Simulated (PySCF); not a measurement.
## B⁺ (boron, charge +1): LDA calculation

Configuration: [He] 2s2, closed-shell 1S. Computed with PySCF 2.14 in jorge-DZP-DKH, with the spin-free X2C one-electron Hamiltonian (Gaussian nucleus).

- Total energy: -24.0412 hartree
- One-electron energy: -30.3464 hartree
- Hartree (Coulomb) energy: 9.5759 hartree
- Exchange-correlation energy: -3.2708 hartree
- ⟨S²⟩: 0.0000
- ⟨L²⟩: 0.000
- Sum of ⟨r⟩: 4.252 bohr
- Sum of ⟨r²⟩: 8.002 bohr²
- Langevin diamagnetic susceptibility: -6.34 ×10⁻⁶ cm³/mol
- Time after the integrals: 0.02 s of wall time on 1 thread of Intel(R) Xeon(R) 6975P-C (shared host)

```json
{"shell": "1s", "electrons": "2", "mean orbital energy (hartree)": "-7.03782", "rms radius, mean of both spins (bohr)": "0.385"}
{"shell": "2s", "electrons": "2", "mean orbital energy (hartree)": "-0.71320", "rms radius, mean of both spins (bohr)": "1.96"}
```
